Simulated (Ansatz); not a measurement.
Start from `[SiH3][SiH2]Cl` and change one atom or group to get `F[SiH]([SiH3])Cl`.

Ansatz, PBE0-D4/def2-TZVP geometries, multiplicity 1. 

```csv
property,`[SiH3][SiH2]Cl`
HOMO–LUMO gap (PBE0/def2-TZVPP) / eV,7.64
HOMO–LUMO gap (ωB97M-V/def2-TZVPP) / eV,11.52
LUMO energy (PBE0/def2-TZVPP) / eV,-0.57
HOMO energy (ωB97M-V/def2-TZVPP) / eV,-10.26
size of the dipole moment (PBE/def2-TZVPP) / D,1.23
HOMO energy (PBE0/def2-TZVPP) / eV,-8.21
```

Task: Give the same properties after the change, and the shifts. (An estimate is asked.)

Result: Computed: 
```json
{"property": "HOMO–LUMO gap (PBE0/def2-TZVPP) / eV", "`F[SiH]([SiH3])Cl`": "7.81", "shift": "0.17"}
{"property": "HOMO–LUMO gap (ωB97M-V/def2-TZVPP) / eV", "`F[SiH]([SiH3])Cl`": "11.68", "shift": "0.16"}
{"property": "LUMO energy (PBE0/def2-TZVPP) / eV", "`F[SiH]([SiH3])Cl`": "-0.59", "shift": "-0.02"}
{"property": "HOMO energy (ωB97M-V/def2-TZVPP) / eV", "`F[SiH]([SiH3])Cl`": "-10.45", "shift": "-0.19"}
{"property": "size of the dipole moment (PBE/def2-TZVPP) / D", "`F[SiH]([SiH3])Cl`": "1.46", "shift": "0.23"}
{"property": "HOMO energy (PBE0/def2-TZVPP) / eV", "`F[SiH]([SiH3])Cl`": "-8.40", "shift": "-0.19"}
```

Dipoles are sizes alone; their direction can turn.
